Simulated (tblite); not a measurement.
Method: GFN2-xTB as coded in tblite; computed harmonic values from a numerical Hessian at the method's own geometry, unscaled. The method is semi-empirical: single wavenumbers can be off by several per cent or more. Modes of hydrogen on silicon can be 10 to 20 % off. One conformer each. Thermal functions are those of the rigid rotor and harmonic oscillator, without mixing of conformers.

Question: Order these by their heat capacity Cp at 298.15 K, highest first (J/(mol K)).
A. `CN1C(F)=CC=C1C=O`
B. `C[C@@H]1CCC[C@@H]1CC#N`
C. `COCC/P=P\CO`
D. `C#C[C@](C)(CC(N)=O)[SiH2]C`

Answer: D (216.7), C (163.5), B (152.9), A (134.4).

| SMILES | atoms | mass (u) | symmetry number | modes under 300 cm⁻¹ | ZPE (kJ/mol) | S translation (J/(mol K)) | S rotation | S vibration | S | Cp |
| --- | --- | --- | --- | --- | --- | --- | --- | --- | --- | --- |
| C#C[C@](C)(CC(N)=O)[SiH2]C | 23 | 155.08 | 1 | 10 | 473.1 | 171.8 | 126.1 | 175.5 | 473.4 | 216.7 |
| COCC/P=P\CO | 18 | 152.02 | 1 | 9 | 365.8 | 171.5 | 124.5 | 146.3 | 442.3 | 163.5 |
| C[C@@H]1CCC[C@@H]1CC#N | 22 | 123.10 | 1 | 6 | 508.7 | 168.9 | 121.8 | 106.4 | 397.1 | 152.9 |
| Cn1c(F)ccc1C=O | 15 | 127.04 | 1 | 6 | 285.6 | 169.3 | 120.1 | 86.6 | 376.0 | 134.4 |

Entropies and Cp are for 298.15 K and 1 bar.
